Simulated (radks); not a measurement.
Values are calculated unless marked as measured or tabulated.
Problem. All-electron atom: the platinum ion Pt53+ in [Ar] 3d7 (the NIST ground configuration). Code: a radial shooting solver on a logarithmic mesh with Libxc functionals. Model: scalar-relativistic Kohn-Sham, LDA (Slater exchange, VWN5 correlation), spin-polarised, spherical densities, finite nucleus; open shells are filled with parallel spins first (spin-orbit coupling, left out, can overturn this in heavy ions); Fermi nuclear charge, rms radius 5.427 fm. Some entries of the table are withheld. Estimate them.

orbital  occ.  eigenvalue (hartree)  <1/r> (bohr^-1)  <r> (bohr)
1s up       1             -2998.748            93.84     0.01716
1s down     1             -2998.730            93.84     0.01716
2s up       1             -623.4324            22.08     0.07215
2s down     1             -622.8967            22.09     0.07212
2p up       3             -556.6911            19.73     0.06495
2p down     3             -556.2479            19.74     0.06491
3s up       1             -226.7318            8.498      0.1809
3s down     1             -226.1417            8.484      0.1811
3p up       3             -207.1284            7.814      0.1802
3p down     3             -206.5399            7.800      0.1804
3d up       5                   (1)            7.367      0.1611
3d down     2                   (2)            7.358      0.1614
4s up       0                   (3)            4.314      0.3500
4s down     0                   (4)            4.306      0.3505
4p up       0             -107.0144            4.042      0.3568
4p down     0             -106.8118            4.034      0.3574

Solution. 
(1) 3d up eigenvalue (hartree): -187.7268
(2) 3d down eigenvalue (hartree): -187.0053
(3) 4s up eigenvalue (hartree): -114.6843
(4) 4s down eigenvalue (hartree): -114.4760
